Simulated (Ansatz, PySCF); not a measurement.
C₃H₉ClOSi, SMILES [Si@H](C)(COC)Cl.

Geometry optimised at B3LYP-D3(BJ)/def2-SVP. The structure was generated by enumeration; whether it is a known compound was not checked. One conformer was computed; it need not be the lowest.

Vertical ionisation energy (IE) and electron affinity (EA) in eV. Rows of orbital energies are one-electron estimates. Where ΔSCF, EOM or ADC give a negative EA the extra electron is unbound and the value depends on the basis.

```tsv
level	IE	EA
−ε(HOMO), −ε(LUMO), PBE0/def2-TZVP (PySCF)	7.70	-0.80
−ε(HOMO), −ε(LUMO), PBE/def2-TZVP (PySCF)	6.11	0.15
ΔSCF, CAM-B3LYP/def2-SVPD (Ansatz), final states of multiplicity 2 and 2	10.08	-1.67
ΔSCF, PBE/def2-SVPD (Ansatz), final states of multiplicity 2 and 2	9.29	-1.30
```

Q: What vertical singlet–triplet gap does ΔSCF give with CAM-B3LYP/def2-SVPD (Ansatz, an electronic-structure program) and with PBE/def2-SVPD (Ansatz)? (Estimate from the structure and the level; the computed values follow.)

A: 7.09 and 6.30 eV (triplet above singlet where positive).
